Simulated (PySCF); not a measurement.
HMoO$_{3}$, charge +1, singlet, at a GFN2-xTB geometry (such geometries of metal compounds can be far from the true shape) (the multiplicity is a formal guess) (core potentials on Mo).

Input for PySCF:
```python
from pyscf import gto, scf, dft

mol = gto.M(
    atom='''
Mo    0.09223146    0.08525015    0.13176003
O     1.36355371   -0.59271083   -0.67407667
O    -0.72246328   -1.01222082    1.05755379
O    -0.93177700    0.98272098   -0.88439273
H    -1.54822875    1.39717903   -1.52659646
''',
    basis='def2-svpd',
    ecp={'Mo': 'def2-svpd'},
    charge=1,
    verbose=3,
)

mf = dft.RKS(mol)
mf.xc = 'wb97x'
mf.kernel()
```

Q: What does this run give for the Mulliken (on the basis functions themselves) charges in atom order, number of basis functions, HOMO-LUMO gap, HOMO energy, total energy?

A: 
```
Property                                                                                                      Value
------------------------------------------------------------------  -----------------------------------------------
Mulliken (on the basis functions themselves) charges in atom order  Mo1 2.29, O2 -0.52, O3 -0.52, O4 -0.38, H5 0.13
number of basis functions                                                                                       111
HOMO-LUMO gap                                                                                               9.53 eV
HOMO energy                                                                                               -18.09 eV
total energy                                                                                           -293.9694 Eh
```
